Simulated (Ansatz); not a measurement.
Consider the ligand exchange at the In–C bond: `O=C[SiH2][CH2][InH2]` + `C[S][AlH][OH]` → `C[S][AlH][O][InH2]` + `C[SiH2]C=O`.

Program: Ansatz. Geometries: PBE0-D4/def2-TZVP. ΔE: electronic, gas phase. CCSD(T)/CBS is the MP2 limit (def2-TZVPP, def2-QZVPP) plus CCSD(T) − MP2 in def2-TZVPP, frozen cores. DFT in def2-TZVPP. Elements past krypton have def2 core potentials. For In outer-core shells are correlated without core-valence functions, which leaves a few kJ/mol of doubt a bond. Each species was taken in one conformer, which may not be the lowest.

```
         level  ΔE (kcal/mol)
           PBE          -14.2
CCSD/CBS(def2)          -15.5
```

Question: What does CCSD(T)/CBS give? (An estimate is asked.)

Answer: Ansatz gave: -15.3 kcal/mol. The listed levels differ from it by 1.1, -0.2 kcal/mol.

Largest T1 diagnostic among the species: 0.015.

In def2-TZVPP, CCSD(T) changes the Hartree–Fock value by +3.3 kcal/mol (the triples alone add +0.2 kcal/mol) and MP2 by +3.8 kcal/mol.
